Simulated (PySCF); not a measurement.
Molecular orbitals of ZnSi

PBE at R = 2.318 Å; basis Zn 6-31G(d,p), Si 6-31G(d,p); no relativity; PySCF 2.14. State: ³Σ⁻ (triplet), unpaired electrons π ↑↑. Only the outer orbitals are listed, counted within each symmetry.

| spin | orbital | occ. | ε (eV) | on Zn (%) | main shells (%) |
| --- | --- | --- | --- | --- | --- |
| α | 4π | 1 | -9.82 | 99 | 99 Zn d |
| α | 4π | 1 | -9.82 | 99 | 99 Zn d |
| α | 10σ | 1 | -9.73 | 90 | 80 Zn d, 10 Si s |
| α | 1δ | 1 | -9.59 | 100 | 100 Zn d |
| α | 1δ | 1 | -9.59 | 100 | 100 Zn d |
| α | 11σ | 1 | -6.52 | 62 | 61 Zn s, 25 Si p, 12 Si s |
| α | 5π | 1 | -4.41 | 16 | 84 Si p, 14 Zn p |
| α | 5π | 1 | -4.41 | 16 | 84 Si p, 14 Zn p |
| α | 12σ | 0 | -3.44 | 59 | 40 Si p, 34 Zn p, 24 Zn s |
| α | 6π | 0 | -1.02 | 87 | 87 Zn p, 12 Si p |
| α | 6π | 0 | -1.02 | 87 | 87 Zn p, 12 Si p |
| β | 4π | 1 | -9.77 | 99 | 99 Zn d |
| β | 4π | 1 | -9.77 | 99 | 99 Zn d |
| β | 1δ | 1 | -9.57 | 100 | 100 Zn d |
| β | 1δ | 1 | -9.57 | 100 | 100 Zn d |
| β | 10σ | 1 | -9.32 | 72 | 50 Zn d, 29 Si s, 16 Zn s |
| β | 11σ | 1 | -6.06 | 62 | 59 Zn s, 21 Si p, 17 Si s |
| β | 12σ | 0 | -3.12 | 55 | 43 Si p, 39 Zn p, 15 Zn s |
| β | 5π | 0 | -2.93 | 33 | 66 Si p, 33 Zn p |
| β | 5π | 0 | -2.93 | 33 | 66 Si p, 33 Zn p |

Problem. Which are the highest filled and the lowest empty level, where do they sit, and how wide is the gap?

Solution. Highest filled α 5π at -4.41 eV (in %: 84 Si p, 14 Zn p); lowest empty α 12σ at -3.44 eV (in %: 40 Si p, 34 Zn p, 24 Zn s); the gap at PBE is 0.97 eV.

The bond order (Mayer) is 1.39 and the ⟨S²⟩ is 2.012. The charge on Zn (Mulliken, basis-dependent) is 0.17. The charge on Zn (Löwdin, basis-dependent) is 0.10, the dipole moment (positive dipole means Zn(−)Si(+)) is -2.59 D and the polarisability along the bond is 116.5 bohr³. The polarisability across the bond is 54.1 bohr³.

The state was picked by a PBE0 search and need not be the measured ground state.
